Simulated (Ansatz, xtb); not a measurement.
**Ranking isomers of C2H7FSSi2**

3 gas-phase structures of C2H7FSSi2, from a drawn sample of its isomers (lower ones may exist). Each was relaxed with GFN2-xTB; where two conformers were screened, the lower at r2SCAN-D4/def2-SVP is listed:

A. `F[SiH2][Si@@H]1CCS1`, a singlet
B. `C[Si@@H]1S[SiH2][C@@H]1F`, a singlet
C. `C=C[SiH2]S[SiH2]F`, a singlet

Which do you expect lowest at r2SCAN-D4/def2-SVP, and how would the others follow?

Calculated order at r2SCAN-D4/def2-SVP: C (0.000), A (0.752), B (0.990) eV.

Energies above the lowest of each column, in eV; the last columns are at B3LYP/def2-SVP geometries:

| structure | GFN2-xTB | HF/STO-3G | r2SCAN-D4/def2-SVP | B3LYP/def2-SVP | CCSD(T)/def2-SVP + ΔMP2/def2-TZVPP |
| --- | --- | --- | --- | --- | --- |
| C | 0.000 | 1.101 | 0.000 | 0.000 | 0.000 |
| A | 0.274 | 0.475 | 0.752 | 0.690 | 0.721 |
| B | 1.555 | 0.000 | 0.990 | 1.135 | 1.276 |

CCSD(T)/def2-SVP + ΔMP2/def2-TZVPP puts C lowest; HF/STO-3G picks B. Flexible structures stand in one conformer each, not always the lowest. ΔMP2 is the change of the MP2 energy from the smaller to the larger basis.

Programs: Ansatz 0.2.0, xtb 6.7.1.
